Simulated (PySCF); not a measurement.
Deuteron quadrupole couplings in `CC(C)(C)c1pc(F)cs1`

Species: C7H10FPS.
Z-matrix (Å and degrees, GFN2-xTB geometry), rows numbered from 1:
```
C 
C   1  1.5339
C   2  1.5337  1  109.71
C   2  1.5286  1  109.48  3   120.14
C   2  1.5056  1  109.26  3  -119.70
P   5  1.7140  2  124.71  1  -120.37
C   6  1.7762  5   92.03  2  -179.98
F   7  1.3469  6  120.17  5   179.99
C   7  1.3532  6  119.37  5    -0.03
S   9  1.7086  7  115.09  6     0.01
H   1  1.0878  2  110.63  3    56.47
H   1  1.0872  2  110.11  3   -63.57
H   1  1.0881  2  110.31  3   176.64
H   3  1.0871  2  110.11  1    60.75
H   3  1.0880  2  110.26  1  -179.41
H   3  1.0879  2  110.63  1   -59.32
H   4  1.0872  2  110.10  1   -60.51
H   4  1.0884  2  110.53  1   179.59
H   4  1.0883  2  110.55  1    59.47
H   9  1.0743  7  125.82  6  -179.95
```

Level: PBE0/pcSseg-1 (PySCF, non-relativistic); Q(2H) = 0.00286 b; rigid geometry, the same for H and D, with no vibrational averaging.

Problem. What are Vzz, η and χzz (234.96 MHz × Q × Vzz) at all hydrogens?

Solution. 
```csv
atom,bonded to,bond length (Å),Vzz (au),η,χzz (kHz)
H11,C1,1.088,0.3127,0.04,210
H12,C1,1.087,0.3159,0.02,212
H13,C1,1.088,0.3124,0.02,210
H14,C3,1.087,0.3161,0.02,212
H15,C3,1.088,0.3127,0.02,210
H16,C3,1.088,0.3122,0.04,210
H17,C4,1.087,0.3161,0.02,212
H18,C4,1.088,0.3105,0.02,209
H19,C4,1.088,0.3109,0.02,209
H20,C9,1.074,0.3410,0.10,229
```

Problem. A static deuteron (I = 1) shows a doublet split by (3/2)χ, (3/4)χ(1 + η) and (3/4)χ(1 − η) with the field along z, y and x of the gradient. What are these for H15?

Solution. With |χ| = 210.1 kHz and η = 0.021: 315, 161 and 154 kHz, to first order and without motion.

Isolated species at its GFN2-xTB geometry, gas phase. GFN2-xTB bond lengths can be off by several hundredths of an ångström, more for odd bonds, and the gradients follow them. A larger basis could move these couplings by a tenth or more.
